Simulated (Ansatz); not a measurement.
Program: Ansatz. Geometries: PBE0-D4/def2-TZVP. ΔE: electronic, gas phase. CBS: MP2 limit from def2 TZ/QZ plus the TZ coupled-cluster correction, frozen cores. Functionals use def2-TZVPP. For Ge outer-core shells are correlated without core-valence functions, which leaves a few kJ/mol of doubt a bond. Scalar relativity is left out up to krypton. Each species was taken in one conformer, which may not be the lowest.

Reaction (cleavage of the Si–Si bond): `[SiH3][SiH2][SiH2][GeH3]` + `[SH][GeH3]` → `[SiH3][SiH2][S][GeH3]` + `[SiH3][GeH3]`

`[SiH3][SiH2][SiH2][GeH3]`:

Z-matrix (Å, degrees):
```
Si
Si 1 2.338
H 1 1.488 2 109.9
H 1 1.488 2 111.3 3 120.6
H 1 1.488 2 109.5 3 -119.1
Si 2 2.337 1 109.6 3 58.5
H 2 1.490 1 110.1 3 -63.6
H 2 1.490 1 109.2 3 177.7
Ge 6 2.380 2 109.8 1 54.9
H 6 1.490 2 109.4 1 -64.6
H 6 1.490 2 110.8 1 176.1
H 9 1.538 6 110.1 2 -64.6
H 9 1.538 6 111.3 2 175.1
H 9 1.538 6 110.3 2 54.7
```

`[SH][GeH3]`:

Cartesian coordinates in Å:
```
S -1.653 -0.456 -0.159
Ge 0.531 -0.127 0.108
H -1.917 0.825 -0.464
H 0.787 0.888 1.232
H 1.162 0.374 -1.201
H 1.091 -1.503 0.484
```

`[SiH3][SiH2][S][GeH3]`:

Cartesian coordinates in Å:
```
Si 1.800 -0.818 0.716
Si -0.532 -0.967 0.845
S -1.447 -0.765 -1.080
Ge -1.216 1.432 -1.357
H 2.407 -0.976 2.067
H 2.317 -1.888 -0.177
H 2.205 0.504 0.167
H -1.068 0.066 1.776
H -0.932 -2.310 1.341
H -1.911 1.747 -2.687
H -1.894 2.167 -0.191
H 0.271 1.809 -1.419
```

`[SiH3][GeH3]`:

Z-matrix (Å, degrees):
```
Si
Ge 1 2.378
H 1 1.487 2 110.1
H 1 1.487 2 110.1 3 -120.0
H 1 1.487 2 110.1 3 120.0
H 2 1.538 1 110.6 3 179.7
H 2 1.538 1 110.6 3 -60.3
H 2 1.538 1 110.6 3 59.7
```

CCSD(T)/CBS gives -0.51 eV.

Task: Another level gave -0.46 eV. Which?
A. B2PLYP/def2-TZVPP
B. PBE0/def2-TZVPP
C. r2SCAN-D4/def2-TZVPP
D. MP2/def2-TZVPP

Result: C. r2SCAN-D4 -0.46, B2PLYP -0.51, PBE0 -0.42, MP2/def2-TZVPP -0.56 eV.

Largest T1 diagnostic among the species: 0.013.

From PBE to PBE0 (25 % exact exchange), in def2-TZVPP and without D4, ΔE moves by −0.03 eV.
